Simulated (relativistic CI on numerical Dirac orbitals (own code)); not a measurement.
## Hyperfine structure of Br²⁴⁺, mass number 79

Calculated at this level of theory: Dirac-Coulomb-Breit CI, KLI orbitals optimised for each configuration, model QED (radiative potential, 1s self-energy scaled to tabulated hydrogen-like ionisation energies), unscaled Slater integrals (own radial code, finite nucleus).

Configuration list (outside the closed core [Ne]): 3s, 3p, 3d, 4s, 4p, 4d, 4f, 5s, 5p, 5d, 5f, 5g, 6s, 6p, 6d. Levels of other configurations are missing.

Nuclear spin I = 3/2, μ = 2.1046 μN, Q = 0.3087 b (tables of Stone and Pyykkö). The electronic factors are computed for point nuclear moments, without core polarisation or the Bohr-Weisskopf and QED corrections.

```tsv
Level	E (10³ cm⁻¹)	A (GHz)	B (GHz)
3s ²S1/2	0.0	414.7	
3p ²P°1/2	437.2	125.2	
3p ²P°3/2	528.2	22.5	9.31
3d ²D3/2	1111.6	10.71	1.48
3d ²D5/2	1128.3	4.526	2.05
4s ²S1/2	4175.7	166.4	
4p ²P°1/2	4353.5	51.06	
4p ²P°3/2	4389.8	9.206	3.82
```

Levels with J = 0, under 50 % of one LS term, or S terms without an open s electron are left out. Small factors come from cancelling terms and can be off by tens of per cent or more.

At this charge energies of transitions that change n are usually good to better than 1 %, and those within a shell (Δn = 0) to a few per cent.

Problem. Give the hyperfine levels of 3s ²S1/2 relative to its centre of gravity.

Solution. With K = F(F + 1) − I(I + 1) − J(J + 1), E = AK/2: F = 1: -518.4, F = 2: 311 GHz.
